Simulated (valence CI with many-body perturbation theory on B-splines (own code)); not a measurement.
# Pt56+: magnetic and hyperfine properties of the levels

Method: relativistic CI+MBPT: four valence electrons over a frozen Dirac-Fock core [Ar], radial functions for each j: 7 s, 7 p, 8 d, 6 f, 4 g, 1 h, with the one-electron correlation potential Σ1, the two-electron term Σ2, the three-electron term Σ3, Breit, model QED; selected CI, second order for the rest, scaled by the run's own slope (own B-spline code, finite nucleus).

The last digits are not significant, and no measured levels were compared; by estimate large intervals hold to a few tenths of a per cent, small ones and those within an open d or f shell to about a per cent. Excitations out of the core, of the other parity, are not computed and may begin above about 259 eV (a cautious bound); beyond it only levels of the ground parity were kept, without lifetimes. Only levels of the ground parity were solved; by the run's estimate the other parity begins above the list, which can be wrong where configurations are misplaced.

A/g_I is the dipole constant over the nuclear g factor μ/I (μ in nuclear magnetons, uniformly magnetised nucleus), B/Q the quadrupole constant per barn. Both hold the static response of the core; the bare values leave it out. Large factors of s and p1/2 electrons are usually good to 5 to 10 %; those of open d and f shells near neutrality can be off by tens of per cent, and small factors of p3/2, d and f electrons come from cancelling terms and can be off by a factor of two or in sign, in half-filled shells by more. B is blank for J = 1/2, where it vanishes, and for nearly pure S terms. Energies count from the lowest level. Levels with J = 0 are left out.

Levels are named by their leading jj configuration (3d3/2^4 stands for four electrons in 3d with j = 3/2), which in mixed levels can hold well under half, so a name can repeat and another be missing. Letters in brackets count levels of one name in rising energy.

```
                    Level  E (eV)      g  A/g_I (MHz)  A/g_I bare  B/Q (MHz/b)  B/Q bare
      (3d3/2^3 3d5/2) J=1   84.18  1.488        -9420       -7570        22400     22500
      (3d3/2^3 3d5/2) J=4   96.67  1.054        76900       77300         8660      8490
      (3d3/2^3 3d5/2) J=2  100.69  1.181        52600       53500        74200     74900
      (3d3/2^3 3d5/2) J=3  104.15  1.101        69500       70100        60400     60900
(3d3/2^2 3d5/2^2) J=2 [a]  177.73  1.299        18300       19400        39300     39700
(3d3/2^2 3d5/2^2) J=4 [a]  180.48  1.134        61500       62200       -29000    -29400
(3d3/2^2 3d5/2^2) J=3 [a]  182.77  1.181        48400       49200        11500     11600
    (3d3/2^2 3d5/2^2) J=5  186.29  1.077        69400       69900        62200     62700
    (3d3/2^2 3d5/2^2) J=6  189.18  1.062        74100       74500        79000     79600
    (3d3/2^2 3d5/2^2) J=1  192.50  1.048        83500       83800        12500     12600
(3d3/2^2 3d5/2^2) J=3 [b]  195.24  1.051        80200       80500        13900     14100
(3d3/2^2 3d5/2^2) J=4 [b]  195.82  1.026        79400       79700       -19100    -19200
(3d3/2^2 3d5/2^2) J=2 [b]  198.06  1.070        72400       72800        34800     35100
(3d3/2^2 3d5/2^2) J=2 [c]  211.72  0.960        97800       97900        -9050     -9180
(3d3/2^2 3d5/2^2) J=4 [c]  217.45  1.171        54000       54800       118000    119000
(3d3/2^2 3d5/2^2) J=2 [d]  231.54  1.106        69900       70500       -46100    -46400
  (3d3/2 3d5/2^3) J=4 [a]  274.05  1.167        50100       50900       -67500    -68200
  (3d3/2 3d5/2^3) J=3 [a]  275.59  1.204        38100       38900         4610      4740
  (3d3/2 3d5/2^3) J=1 [a]  281.19  1.026        65200       65500        31800     32000
      (3d3/2 3d5/2^3) J=5  281.93  1.130        60200       60800       -43600    -44000
      (3d3/2 3d5/2^3) J=6  282.33  1.078        68500       68900        88100     89000
  (3d3/2 3d5/2^3) J=2 [a]  291.05  1.054        77500       77900        59500     59900
  (3d3/2 3d5/2^3) J=3 [b]  293.09  1.083        68200       68600        14400     14700
  (3d3/2 3d5/2^3) J=3 [c]  309.54  1.052        74700       75100        97900     98700
  (3d3/2 3d5/2^3) J=4 [b]  309.88  1.045        75400       75700        86700     87600
  (3d3/2 3d5/2^3) J=1 [b]  310.12  1.387        16200       17800       -51600    -52000
  (3d3/2 3d5/2^3) J=2 [b]  314.25  1.107        65100       65700      -126000   -127000
            (3d5/2^4) J=4  377.72  1.161        49700       50500       -82900    -83600
            (3d5/2^4) J=2  388.61  1.118        51700       52200        60700     61200
```

Question: Take the isotope of mass number 195, with I = 1/2, μ = 0.6073 μN. What is the hyperfine structure of (3d3/2^2 3d5/2^2) J=5?

Answer: From the table A = 84300 MHz. Shifts from the centre of gravity in MHz: F = 9/2: -253000, F = 11/2: 211000.
